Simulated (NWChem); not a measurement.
Polarisability of H2Zn

```
Zn
H 1 1.5501
H 1 1.5501 2 180.00
```
Charge 0, spin multiplicity 1.

The numbers come from NWChem runs, not from measurements. Structure: optimised with PBE0/def2-SVP, a minimum by its harmonic frequencies.

Basis set: def2-SVPD. The field's frequency is 0.0428 Ha (1065 nm).

The correlated methods keep 9 core orbitals frozen. B3LYP has NWChem's definition, with VWN1-RPA local correlation. The structure started from a generated list of species. No row is a measurement; the coupled-cluster row has its own basis-set and correlation limits.

Task: Order these methods by the isotropic polarisability they give, lowest first: LDA (SVWN5), HF, PBE, B3LYP, CCSD linear response.

Result: HF (26.96 bohr³), CCSD linear response (28.50 bohr³), B3LYP (29.28 bohr³), PBE (30.39 bohr³), LDA (SVWN5) (30.74 bohr³)
